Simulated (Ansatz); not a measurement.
CH6N2OSi, SMILES `N=C(N)O[SiH3]`, relaxed with RKS PBE-D4/def2-SVP in Ansatz 0.2.0 from a rough embedded geometry. The force threshold is 0.03 eV/Å; the program also tests the step.

Charge 0, multiplicity 1.

Start:

```xyz
11

N     0.625    1.420    0.723
C    -0.158    0.882   -0.147
N    -0.889    1.659   -0.953
O    -0.402   -0.373   -0.348
Si    0.168   -1.754    0.380
H     1.165    0.626    1.241
H    -1.143    1.308   -1.809
H    -0.528    2.642   -0.937
H     1.691   -1.607    0.576
H    -0.442   -1.849    1.706
H    -0.089   -2.954   -0.432
```

**Question.** By how much does the energy fall, and how many steps does the optimiser take? (An estimate is asked.)

**Answer.** Ansatz gave: 0.51 eV, in 12 steps, 1 of them rejected.

**Question.** Which bonds change most? (Best estimate.)

**Answer.** The calculation gave: C2–O4 from 1.294 to 1.380 Å; N1–H6 from 1.092 to 1.028 Å; N3–H7 from 0.960 to 1.019 Å; Si5–H10 from 1.463 to 1.503 Å.

**Question.** Give the relaxed structure. (Best estimate.)

**Answer.** Computed: 
```xyz
11

N     0.576    1.347    0.814
C    -0.144    0.887   -0.144
N    -0.854    1.711   -0.987
O    -0.375   -0.431   -0.485
Si    0.253   -1.747    0.394
H     0.987    0.607    1.398
H    -1.111    1.334   -1.898
H    -0.588    2.694   -0.954
H     1.756   -1.704    0.421
H    -0.275   -1.750    1.801
H    -0.225   -2.947   -0.360
```
